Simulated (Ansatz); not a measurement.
`CC([SiH3])CF` and `CC(F)[SiH3]` differ in one atom or group.

Ansatz, PBE0-D4/def2-TZVP geometries, multiplicity 1. Each molecule was computed in one conformer, which needn't be the lowest.

```json
{"property": "HOMO energy (PBE0/def2-TZVPP) / eV", "`CC([SiH3])CF`": "-8.48"}
{"property": "HOMO–LUMO gap (B3LYP/def2-TZVPP) / eV", "`CC([SiH3])CF`": "8.72"}
{"property": "HOMO–LUMO gap (PBE/def2-TZVPP) / eV", "`CC([SiH3])CF`": "7.07"}
{"property": "size of the dipole moment (PBE/def2-TZVPP) / D", "`CC([SiH3])CF`": "1.90"}
{"property": "LUMO energy (ωB97M-V/def2-TZVPP) / eV", "`CC([SiH3])CF`": "2.22"}
{"property": "LUMO energy (B3LYP/def2-TZVPP) / eV", "`CC([SiH3])CF`": "0.43"}
```

Q: What does the change do to each property? (Best estimate.)

A: Computed: 
```tsv
property	`CC(F)[SiH3]`	shift
HOMO energy (PBE0/def2-TZVPP) / eV	-8.34	0.14
HOMO–LUMO gap (B3LYP/def2-TZVPP) / eV	8.45	-0.27
HOMO–LUMO gap (PBE/def2-TZVPP) / eV	6.64	-0.43
size of the dipole moment (PBE/def2-TZVPP) / D	1.58	-0.32
LUMO energy (ωB97M-V/def2-TZVPP) / eV	2.10	-0.12
LUMO energy (B3LYP/def2-TZVPP) / eV	0.30	-0.13
```

With PBE0 the HOMO rises by 0.14 eV and the LUMO falls by 0.14 eV, so the gap narrows by about 0.28 eV. PBE moves the HOMO by 0.29 eV and ωB97M-V by 0.08 eV. The zero-point energy changes by -76.3 kJ/mol with -9 modes. Dipoles are sizes alone; their direction can turn.

Positive LUMOs are unbound, so they and the gaps depend on the basis.

B3LYP here is the variant with VWN-RPA as its local correlation; programs differ in this.
